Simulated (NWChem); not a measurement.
A series in which one site is exchanged, each optimised at PBE0/def2-SVP with NWChem, gas phase unless a solvent is named. Some are not confirmed as minima by frequencies. def2 effective core potentials on Cd, I; no spin-orbit coupling.

A: [Cl][Cd][I] (CdICl; site = Cl)
B: [I][Cd][F] (CdIF; site = F)
C: [CdH][I] (CdHI; site = H)
D: [I][Cd][I] (CdI₂; site = I)

```csv
quantity,A,B,C,D
"orbital gap (eV), PBE0/def2-SVP",5.61,5.66,[?],5.29
"vertical ionisation energy, ΔSCF, CAM-B3LYP/def2-SVP (eV)",10.14,10.28,[?],9.80
"static polarisability, CAM-B3LYP/def2-SVPD (bohr³)",80.5,62.8,[?],106.7
"lowest singlet excitation, CAM-B3LYP/def2-SVPD, TDA (eV)",4.47,4.45,[?],4.27
```

Question: What belongs in the gaps?

Answer: 
- orbital gap (eV), PBE0/def2-SVP, C: 6.42
- vertical ionisation energy, ΔSCF, CAM-B3LYP/def2-SVP (eV), C: 9.75
- static polarisability, CAM-B3LYP/def2-SVPD (bohr³), C: 68.6
- lowest singlet excitation, CAM-B3LYP/def2-SVPD, TDA (eV), C: 5.25
